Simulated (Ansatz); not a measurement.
A nudged elastic band was laid between two geometries of C2H8BN + H5NSi (19 atoms, charge 0, multiplicity 1).

Method: RHF/def2-SVP in Ansatz.

```
movable images  : 9
climbing image  : yes
spring          : 5.0 eV/Å²
optimiser       : quadratic models (default)
start path      : through a guess of the saddle point
force threshold : 0.03 eV/Å
iteration limit : 60
end points      : relaxed
```

Image 0:

```xyz
19
Properties=species:S:1:pos:R:3
B -0.174 0.634 -0.113
N -0.397 0.973 1.234
H -1.307 1.011 1.644
H 0.327 1.302 1.839
C 1.302 0.676 -0.708
H 1.604 -0.327 -1.026
H 1.343 1.309 -1.601
H 2.054 1.042 -0.003
C -1.400 0.188 -1.029
H -2.370 0.233 -0.525
H -1.460 0.811 -1.927
H -1.252 -0.839 -1.377
N 0.091 -2.586 1.600
H -0.755 -3.084 1.403
Si 1.458 -3.368 2.300
H 1.715 -4.634 1.571
H 2.624 -2.462 2.185
H 1.317 -3.725 3.739
H -0.084 -1.610 1.745
```

Image 10:

```xyz
19
Properties=species:S:1:pos:R:3
B 0.146 -0.983 -0.305
N -0.711 1.171 2.293
H -1.571 1.568 2.631
H 0.022 1.828 2.497
C 1.471 -0.107 -0.441
H 1.972 -0.363 -1.383
H 1.229 0.957 -0.492
H 2.202 -0.246 0.360
C -1.144 -0.581 -1.147
H -1.922 -1.349 -1.167
H -1.575 0.321 -0.701
H -0.887 -0.330 -2.180
N 0.124 -2.146 0.521
H -0.739 -2.657 0.517
Si 1.370 -2.809 1.542
H 0.846 -4.076 2.107
H 2.617 -3.093 0.797
H 1.716 -1.906 2.668
H -0.529 0.344 2.836
```

(1) Which bonds break or form, and what moves?

(2) Give the energies along the band, and the barrier.

(3) What is the geometry of the highest image?

Answers

(1) Bonds broken: B1–N2, N13–H19. Bonds formed: B1–N13, N2–H19. C2H8BN + H5NSi becomes C2H10BNSi + H3N.

(2) It converged. The highest image is number 6 of 0 to 10, 1.60 eV above the first end and 1.51 eV above the last; the last end lies 0.10 eV above the first. Beside the main top the profile has a ripple of under 15 meV (maxima at images 2, 6), which may be a very shallow well or noise. Neighbouring images differ by up to 1.3 eV, so the band resolves the path poorly. A vibrational analysis at the climbing image gives one clearly imaginary mode, 1871i cm⁻¹: a first-order saddle point. The orbitals stay closed-shell, which can raise the energy where a bond breaks towards radicals; this wasn't checked here.

| image | path coordinate (Å) | energy (eV) | B1–N2 (Å) | N13–H19 (Å) | B1–N13 (Å) |
| --- | --- | --- | --- | --- | --- |
| 0 | 0.00 | 0.00 | 1.41 | 1.00 | 3.66 |
| 1 | 1.18 | 0.00 | 1.41 | 1.00 | 3.77 |
| 2 | 2.37 | 0.01 | 1.41 | 1.00 | 3.74 |
| 3 | 3.55 | 0.00 | 1.41 | 1.00 | 3.74 |
| 4 | 4.74 | 0.03 | 1.41 | 1.00 | 3.38 |
| 5 | 5.92 | 0.29 | 1.42 | 1.00 | 2.62 |
| 6 | 7.11 | 1.60 | 1.61 | 1.27 | 1.68 |
| 7 | 8.17 | 0.33 | 1.87 | 2.43 | 1.50 |
| 8 | 9.23 | 0.17 | 2.66 | 3.03 | 1.44 |
| 9 | 10.29 | 0.11 | 3.18 | 3.37 | 1.43 |
| 10 | 11.36 | 0.10 | 3.48 | 3.46 | 1.43 |

(3) 
```xyz
19
Properties=species:S:1:pos:R:3
B -0.048 -0.283 0.313
N -0.629 0.431 1.639
H -1.556 0.814 1.580
H -0.028 1.091 2.099
C 1.434 0.238 -0.065
H 1.899 -0.378 -0.842
H 1.383 1.257 -0.461
H 2.126 0.264 0.785
C -1.129 -0.313 -0.887
H -2.120 -0.658 -0.566
H -1.264 0.684 -1.320
H -0.808 -0.972 -1.700
N -0.042 -1.762 1.114
H -0.804 -2.340 0.798
Si 1.371 -2.711 1.541
H 0.929 -3.939 2.248
H 2.159 -3.120 0.356
H 2.235 -1.921 2.445
H -0.472 -0.838 1.875
```

Run time: 8.3 min on 4 threads of Arm Neoverse V1 (shared host), peak memory 0.45 GiB.
